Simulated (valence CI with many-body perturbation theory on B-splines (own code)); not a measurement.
# Os LXX: electric-dipole lines

Method: valence CI with perturbative core correlation (CI+MBPT): five valence electrons over a frozen Dirac-Fock core [He], radial functions for each j: 9 s, 9 p, 8 d, 6 f, 3 g, 1 h, with the one-electron correlation potential Σ1 (screened to all orders), the two-electron term Σ2, the three-electron term Σ3, Breit, model QED; selected single and double excitations, second order for the rest (own B-spline code, finite nucleus).

The last digits are not significant, and no measured levels were compared; by estimate large intervals hold to a few tenths of a per cent, small ones and those within an open d or f shell to about a per cent. Among the levels kept, up to 1200 cm⁻¹ of a level comes from second order outside the variational space, and about a tenth of that is noise between levels of different J, which matters for small intervals.

Lines 151 to 200 of 262 in falling wavelength, among levels below 12040 eV, chosen from the strongest by gf and those to the six lowest levels. Wavelengths and rates use the calculated energies. Electric multipoles are in the length gauge, E1 and E2 with the static RPA response of the core. Weak lines are less certain than strong ones. Lines between different terms over intervals too small for the method are left out, as are lines whose strength nearly cancels. The highest levels of a list are the least certain.

Levels are named by their leading jj configuration (3d3/2^4 stands for four electrons in 3d with j = 3/2), which in mixed levels can hold well under half, so a name can repeat and another be missing. Letters in brackets count levels of one name in rising energy.

| λ vac (nm) | Upper | Lower | A (s⁻¹) | S (a.u.) with core polarisation | S without |
| --- | --- | --- | --- | --- | --- |
| 0.1334 | (2s^2 2p1/2^2 3s) J=1/2 | (2s^2 2p1/2^2 2p3/2) J=3/2 | 2.57e+14 | 6.02e-04 | 6.01e-04 |
| 0.1333 | (2s 2p1/2^2 2p3/2 3s) J=3/2 [a] | (2s 2p1/2^2 2p3/2^2) J=5/2 | 1.96e+14 | 9.16e-04 | 9.15e-04 |
| 0.1332 | (2s^2 2p1/2 2p3/2 3s) J=5/2 | (2s^2 2p1/2 2p3/2^2) J=5/2 | 1.23e+14 | 8.61e-04 | 8.60e-04 |
| 0.1332 | (2s^2 2p1/2 2p3/2 3s) J=3/2 [a] | (2s^2 2p1/2 2p3/2^2) J=3/2 | 1.09e+14 | 5.08e-04 | 5.08e-04 |
| 0.1331 | (2s^2 2p1/2 2p3/2 3s) J=3/2 [b] | (2s^2 2p1/2 2p3/2^2) J=5/2 | 1.86e+14 | 8.64e-04 | 8.63e-04 |
| 0.1330 | (2s^2 2p1/2 2p3/2 3s) J=1/2 | (2s^2 2p1/2 2p3/2^2) J=3/2 | 2.18e+14 | 5.05e-04 | 5.05e-04 |
| 0.1329 | (2s^2 2p1/2 2p3/2 3s) J=5/2 | (2s^2 2p1/2 2p3/2^2) J=3/2 | 8.67e+12 | 6.02e-05 | 6.02e-05 |
| 0.1328 | (2s^2 2p1/2 2p3/2 3s) J=3/2 [b] | (2s^2 2p1/2 2p3/2^2) J=3/2 | 3.38e+13 | 1.56e-04 | 1.56e-04 |
| 0.1322 | (2s 2p1/2^2 2p3/2 3s) J=3/2 [b] | (2s 2p1/2^2 2p3/2^2) J=5/2 | 1.97e+13 | 8.99e-05 | 8.98e-05 |
| 0.1316 | (2s^2 2p1/2 2p3/2 3p3/2) J=1/2 [a] | (2s 2p1/2^2 2p3/2^2) J=1/2 | 1.60e+12 | 3.59e-06 | 3.59e-06 |
| 0.1315 | (2s^2 2p1/2 2p3/2 3p3/2) J=3/2 [a] | (2s 2p1/2^2 2p3/2^2) J=1/2 | 6.33e+10 | 2.84e-07 | 2.85e-07 |
| 0.1311 | (2s^2 2p1/2 2p3/2 3p3/2) J=3/2 [b] | (2s 2p1/2^2 2p3/2^2) J=1/2 | 3.91e+11 | 1.74e-06 | 1.74e-06 |
| 0.1307 | (2s^2 2p1/2 2p3/2 3p3/2) J=1/2 [b] | (2s 2p1/2^2 2p3/2^2) J=1/2 | 1.51e+10 | 3.33e-08 | 3.36e-08 |
| 0.1301 | (2s^2 2p1/2 2p3/2 3p3/2) J=5/2 [a] | (2s 2p1/2^2 2p3/2^2) J=5/2 | 1.15e+12 | 7.52e-06 | 7.52e-06 |
| 0.1300 | (2s^2 2p1/2 2p3/2 3p3/2) J=3/2 [a] | (2s 2p1/2^2 2p3/2^2) J=5/2 | 3.41e+11 | 1.48e-06 | 1.48e-06 |
| 0.1299 | (2s^2 2p1/2 2p3/2 3p3/2) J=7/2 | (2s 2p1/2^2 2p3/2^2) J=5/2 | 2.38e+10 | 2.06e-07 | 2.06e-07 |
| 0.1296 | (2s^2 2p1/2 2p3/2 3p3/2) J=3/2 [b] | (2s 2p1/2^2 2p3/2^2) J=5/2 | 6.70e+11 | 2.88e-06 | 2.87e-06 |
| 0.1295 | (2s^2 2p1/2 2p3/2 3p3/2) J=5/2 [b] | (2s 2p1/2^2 2p3/2^2) J=5/2 | 5.67e+10 | 3.65e-07 | 3.65e-07 |
| 0.1282 | (2s 2p1/2^2 2p3/2 3p1/2) J=3/2 [a] | (2s^2 2p1/2 2p3/2^2) J=1/2 | 1.01e+11 | 4.20e-07 | 4.20e-07 |
| 0.1275 | (2s 2p1/2^2 2p3/2 3p1/2) J=3/2 [a] | (2s^2 2p1/2 2p3/2^2) J=5/2 | 3.83e+10 | 1.56e-07 | 1.56e-07 |
| 0.1275 | (2s 2p1/2^2 2p3/2 3p1/2) J=5/2 | (2s^2 2p1/2 2p3/2^2) J=5/2 | 1.11e+11 | 6.79e-07 | 6.78e-07 |
| 0.1272 | (2s 2p1/2^2 2p3/2 3p1/2) J=3/2 [a] | (2s^2 2p1/2 2p3/2^2) J=3/2 | 1.06e+12 | 4.31e-06 | 4.31e-06 |
| 0.1272 | (2s 2p1/2^2 2p3/2 3p1/2) J=5/2 | (2s^2 2p1/2 2p3/2^2) J=3/2 | 1.01e+10 | 6.14e-08 | 6.11e-08 |
| 0.1270 | (2s 2p1/2^2 2p3/2 3p1/2) J=1/2 | (2s^2 2p1/2 2p3/2^2) J=1/2 | 2.40e+11 | 4.84e-07 | 4.85e-07 |
| 0.1270 | (2s 2p1/2^2 2p3/2 3p1/2) J=3/2 [b] | (2s^2 2p1/2 2p3/2^2) J=1/2 | 1.43e+11 | 5.79e-07 | 5.78e-07 |
| 0.1263 | (2s 2p1/2^2 2p3/2 3p1/2) J=3/2 [b] | (2s^2 2p1/2 2p3/2^2) J=5/2 | 7.09e+11 | 2.82e-06 | 2.82e-06 |
| 0.1260 | (2s 2p1/2^2 2p3/2 3p1/2) J=3/2 [b] | (2s^2 2p1/2 2p3/2^2) J=3/2 | 1.56e+11 | 6.16e-07 | 6.14e-07 |
| 0.1259 | (2s 2p1/2^2 2p3/2 3d3/2) J=3/2 [a] | (2s 2p1/2^2 2p3/2^2) J=1/2 | 9.68e+13 | 3.81e-04 | 3.81e-04 |
| 0.1258 | (2s 2p1/2^2 2p3/2 3d3/2) J=1/2 [a] | (2s 2p1/2^2 2p3/2^2) J=3/2 | 1.08e+14 | 2.12e-04 | 2.12e-04 |
| 0.1258 | (2s 2p1/2^2 2p3/2 3d3/2) J=1/2 [a] | (2s 2p1/2^2 2p3/2^2) J=1/2 | 5.24e+13 | 1.03e-04 | 1.03e-04 |
| 0.1250 | (2s^2 2p1/2 2p3/2 3d3/2) J=3/2 [a] | (2s^2 2p1/2 2p3/2^2) J=1/2 | 6.34e+13 | 2.45e-04 | 2.45e-04 |
| 0.1249 | (2s^2 2p1/2 2p3/2 3d3/2) J=1/2 [a] | (2s^2 2p1/2 2p3/2^2) J=1/2 | 8.48e+13 | 1.63e-04 | 1.63e-04 |
| 0.1248 | (2s 2p1/2^2 2p3/2 3d3/2) J=3/2 [b] | (2s 2p1/2^2 2p3/2^2) J=3/2 | 5.61e+13 | 2.15e-04 | 2.16e-04 |
| 0.1248 | (2s 2p1/2^2 2p3/2 3d3/2) J=3/2 [b] | (2s 2p1/2^2 2p3/2^2) J=1/2 | 8.18e+12 | 3.14e-05 | 3.14e-05 |
| 0.1246 | (2s 2p1/2^2 2p3/2 3d3/2) J=1/2 [b] | (2s 2p1/2^2 2p3/2^2) J=3/2 | 1.44e+14 | 2.75e-04 | 2.75e-04 |
| 0.1246 | (2s 2p1/2^2 2p3/2 3d3/2) J=1/2 [b] | (2s 2p1/2^2 2p3/2^2) J=1/2 | 2.11e+14 | 4.02e-04 | 4.02e-04 |
| 0.1245 | (2s 2p1/2^2 2p3/2 3d3/2) J=5/2 [a] | (2s 2p1/2^2 2p3/2^2) J=5/2 | 1.48e+14 | 8.47e-04 | 8.48e-04 |
| 0.1245 | (2s^2 2p1/2 2p3/2 3d3/2) J=3/2 [b] | (2s^2 2p1/2 2p3/2^2) J=1/2 | 9.14e+13 | 3.48e-04 | 3.48e-04 |
| 0.1245 | (2s 2p1/2^2 2p3/2 3d3/2) J=3/2 [a] | (2s 2p1/2^2 2p3/2^2) J=5/2 | 2.62e+14 | 9.96e-04 | 9.96e-04 |
| 0.1244 | (2s 2p1/2^2 2p3/2 3d3/2) J=7/2 | (2s 2p1/2^2 2p3/2^2) J=5/2 | 2.54e+13 | 1.94e-04 | 1.94e-04 |
| 0.1244 | (2s^2 2p1/2 2p3/2 3d3/2) J=1/2 [b] | (2s^2 2p1/2 2p3/2^2) J=1/2 | 6.83e+13 | 1.30e-04 | 1.30e-04 |
| 0.1243 | (2s^2 2p1/2 2p3/2 3d3/2) J=3/2 [a] | (2s^2 2p1/2 2p3/2^2) J=5/2 | 5.50e+13 | 2.09e-04 | 2.09e-04 |
| 0.1243 | (2s^2 2p1/2 2p3/2 3d3/2) J=5/2 [a] | (2s^2 2p1/2 2p3/2^2) J=5/2 | 1.31e+14 | 7.43e-04 | 7.44e-04 |
| 0.1243 | (2s^2 2p1/2^2 3d3/2) J=3/2 | (2s^2 2p1/2^2 2p3/2) J=3/2 | 2.88e+14 | 1.09e-03 | 1.09e-03 |
| 0.1242 | (2s 2p1/2^2 2p3/2 3d5/2) J=5/2 | (2s 2p1/2^2 2p3/2^2) J=3/2 | 1.83e+14 | 1.04e-03 | 1.04e-03 |
| 0.1241 | (2s^2 2p1/2 2p3/2 3d3/2) J=7/2 | (2s^2 2p1/2 2p3/2^2) J=5/2 | 3.95e+13 | 2.98e-04 | 2.98e-04 |
| 0.1240 | (2s^2 2p1/2 2p3/2 3d3/2) J=3/2 [a] | (2s^2 2p1/2 2p3/2^2) J=3/2 | 1.65e+14 | 6.21e-04 | 6.22e-04 |
| 0.1240 | (2s^2 2p1/2 2p3/2 3d3/2) J=5/2 [a] | (2s^2 2p1/2 2p3/2^2) J=3/2 | 3.68e+11 | 2.08e-06 | 2.08e-06 |
| 0.1239 | (2s^2 2p1/2 2p3/2 3d3/2) J=1/2 [a] | (2s^2 2p1/2 2p3/2^2) J=3/2 | 1.64e+14 | 3.09e-04 | 3.09e-04 |
| 0.1239 | (2s^2 2p1/2 2p3/2 3d3/2) J=5/2 [b] | (2s^2 2p1/2 2p3/2^2) J=5/2 | 2.63e+13 | 1.48e-04 | 1.48e-04 |
